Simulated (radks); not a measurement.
The mean radii <r> (bohr) of the occupied orbitals of an atom or ion are listed with their occupations. Method: Dirac Kohn-Sham, PBE, spin-unpolarised, spherical densities, point nucleus; computed with a radial shooting solver on a logarithmic mesh with Libxc functionals.

orbital  occ.      <r>
1s1/2       2  0.01932
2s1/2       2  0.08123
2p1/2       2  0.06740
2p3/2       4  0.07502
3s1/2       2   0.2121
3p1/2       2   0.2020
3p3/2       4   0.2162
3d3/2       4   0.1898
3d5/2       6   0.1942
4s1/2       2   0.4778
4p1/2       2   0.4850
4p3/2       4   0.5176
4d3/2       4   0.5409
4d5/2       6   0.5524
5s1/2       2    1.172
5p1/2       2    1.316
5p3/2       4    1.431
4f5/2       6   0.7163
4f7/2       8   0.7326
6s1/2       2    3.646
5d3/2     0.4    2.827
5d5/2     0.6    3.007

Name the element and its charge. Open shells, if any, are shared by 2j + 1.

Answer. Z = 71, lutetium, charge 0: Lu in [Xe] 4f14 5d1 6s2. The 1s radius gives Z: for a bare nucleus <r> = (2 gamma + 1)/(2Z) with gamma = sqrt(1 - (Z/c)^2), 0.01909 bohr for Z = 71, and screening makes it slightly larger (0.01932 here). The occupations add up to 71, and the charge is Z minus that.
